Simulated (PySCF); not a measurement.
## Exercise with solution: oscillator strength and radiative lifetime

B(H)(NHMe)2 (C₂H₉BN₂), SMILES N(C)BNC.

Geometry optimised at PBE0-D3(BJ)/def2-SVP. The structure was generated by enumeration, and PubChem lists no compound with its InChIKey, so it may never have been made. One conformer was computed; it need not be the lowest.

TDDFT-LC-ωPBE/def2-SVPD (PySCF) puts the first singlet state with f over 0.02 at 7.53 eV (vertical), with the transition dipole (-0.598, 0.818, -0.704) in atomic units.

Question: Find the oscillator strength, the wavelength and the radiative lifetime that this transition would have in vacuum if emission retraced absorption.

Answer: 
|μ|² = 1.5223 au, so |μ| = 3.14 D. ΔE = 7.53/27.211 = 0.2767 hartree. f = (2/3) ΔE |μ|² = 0.281 (the program prints 0.281).
λ = 1239.84/7.53 = 165 nm; ν = 60734 cm⁻¹.
Einstein's coefficient A = 0.6670 ν² f s⁻¹ (ν in cm⁻¹) = 6.9e8 s⁻¹, so τ = 1/A = 1.4 ns. This state is S3; the lower singlets have f = 0.000, 0.008. The figure is the radiative limit of this one transition; relaxation, internal conversion, crossing to triplets and a medium change what is measured.
